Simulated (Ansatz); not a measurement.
The same path of Cl3In + H4Si (9 atoms, charge 0, multiplicity 1) was run twice with different band settings. Lost on the way: In1–Cl2, Si5–H9. Made: In1–Si5, Cl2–H9.

These are results of RKS B3LYP/def2-SVP (Ansatz 0.2.0), not measurements.

Relaxed end points:

```xyz
9
Properties=species:S:1:pos:R:3
In -0.086 0.340 0.277
Cl 0.263 1.650 2.193
Cl 1.760 -0.320 -1.028
Cl -2.248 0.100 -0.610
Si 0.194 -3.129 1.144
H -0.105 -3.406 -0.282
H 1.624 -3.359 1.471
H -0.710 -3.885 2.048
H -0.089 -1.664 1.407
```

```xyz
9
Properties=species:S:1:pos:R:3
In 0.201 -0.950 -0.043
Cl 0.028 0.690 2.447
Cl 1.870 0.243 -1.233
Cl -1.929 0.200 -0.299
Si 0.347 -3.354 0.889
H -0.090 -4.296 -0.180
H 1.754 -3.642 1.281
H -0.552 -3.465 2.070
H -1.027 0.902 1.689
```

Common settings: movable images 5; climbing image yes; spring 5.0 eV/Å²; optimiser quadratic models (default); force threshold 0.03 eV/Å; iteration limit 60; end points relaxed.

| run | start path |
| --- | --- |
| 1 | through a guess of the saddle point |
| 2 | straight line |

Q: What does each run give, and how far can it be trusted?

A: Run 1: converged after 33 iterations, highest image 1.676 eV above the first end. The profile has 2 maxima (images 1, 3) with wells between them (image 2): this band takes more than one step, which may be the mechanism or a detour left from its start path. Neighbouring images differ by up to 1.7 eV, so the band resolves the path poorly. A vibrational analysis at the climbing image gives one clearly imaginary mode, 1100i cm⁻¹: a first-order saddle point.
Run 2: converged after 16 iterations, highest image 1.672 eV above the first end. Neighbouring images differ by up to 1.5 eV, so the band resolves the path poorly. The order of the point at the top wasn't checked.
The orbitals stay closed-shell, which can raise the energy where a bond breaks towards radicals; this wasn't checked here.
